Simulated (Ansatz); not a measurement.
Cartesian coordinates in Å:
```
C -0.1355 0.5041 -3.2105
S 0.8908 1.1717 -1.8617
In -0.0001 0.0003 0.0003
S -1.7698 -1.5504 -0.3099
C -2.0337 -2.1171 1.4010
S 0.8785 0.3798 2.1722
C 2.1692 1.6129 1.8094
H -1.1894 0.7345 -3.0623
H 0.2037 0.9899 -4.1255
H -0.0055 -0.5718 -3.3169
H -1.1433 -2.5962 1.8055
H -2.8388 -2.8510 1.3620
H -2.3381 -1.2979 2.0507
H 2.9274 1.2123 1.1382
H 1.7456 2.5220 1.3852
H 2.6390 1.8570 2.7623
```

Total charge 0; spin multiplicity 1. In: def2 effective core potential.

Q: List the PBE/def2-TZVPP orbital energies in eV (the Gaussian-basis code of Ansatz). (Best estimate.)

A: Computed: Occupied: -2395.63, -2395.63, -2395.63, -269.71, -269.71, -269.71, -208.54, -208.54, -208.54, -154.70, -154.70, -154.69, -154.59, -154.59, -154.59, -154.46, -154.46, -154.46, -122.16, -79.83, -79.67, -79.67, -19.59, -19.54, -19.54, -18.92, -18.92, -18.71, -18.62, -18.62, -15.50, -15.22, -15.22, -11.13, -10.64, -10.63, -10.52, -10.47, -10.47, -9.58, -9.06, -9.06, -8.19, -6.57, -6.57, -6.15, -5.64, -5.64. Lowest empty: -2.08, -1.59, -0.80, -0.80, 0.26, 1.06, 1.07, 1.07.
